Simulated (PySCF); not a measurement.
Species: tetrahydro-4H-pyran-4-one, C₅H₈O₂.
Atom-mapped SMILES: `[O:1]=[C:2]1[CH2:3][CH2:4][O:5][CH2:6][CH2:7]1` (hydrogens: H8, H9 on C3; H10, H11 on C4; H12, H13 on C6; H14, H15 on C7)

The geometry is computed with GFN2-xTB (gas phase).

Q: Give the optimised bond lengths and angles.

A: 
```csv
bond,length (Å),order
O1=C2,1.204,double
"C2–C3, C2–C7",1.511,single
"C3–C4, C6–C7",1.539,single
"C4–O5, O5–C6",1.404,single
C3–H8 and 3 like bonds,1.091,single
"C4–H10, C6–H13",1.092,single
"C4–H11, C6–H12",1.101,single
```

Bonds in one row agree within 0.01 Å and their mean is given. Orders are formal, as drawn. A selection of angles:
```csv
angle,degrees
O1–C2–C3,123.9
C3–C2–C7,112.1
C2–C3–C4,108.7
C2–C3–H8,108.9
C4–C3–H8,108.9
C4–C3–H9,110.5
H8–C3–H9,109.4
C3–C4–O5,111.7
C3–C4–H10,110.6
C3–C4–H11,109.2
O5–C4–H10,106.1
O5–C4–H11,110.3
H10–C4–H11,108.9
C4–O5–C6,112.1
```

Dihedral angles: O1–C2–C3–C4 -125° (anticlinal); C2–C3–C4–O5 -56° (synclinal); C3–C4–O5–C6 61° (synclinal); C4–O5–C6–C7 -61° (synclinal); O5–C6–C7–C2 56° (synclinal); O1–C2–C7–C6 125° (anticlinal).

The 6-membered ring C2–C3–C4–O5–C6–C7 has internal angles of 108.7° to 112.1°; it is puckered, 0.23 Å rms from its mean plane, widest ring torsion 61°. Of the pairs four or more bonds apart, H11···H12 is among the closest relative to their van der Waals radii: 2.39 Å, 100 % of the sum of Bondi's values. The 4 C–C bonds span 1.511 Å (C2–C3, drawn single) to 1.540 Å (C6–C7, drawn single), a spread of 0.029 Å. The C–O distances run from 1.204 Å (O1=C2, drawn double) to 1.404 Å (O5–C6, drawn single), a spread of 0.200 Å.

Point group: Cs (every atom within 0.08 Å of its image). Whether it is a minimum is left open (no frequencies). The numbers are those of one conformer.
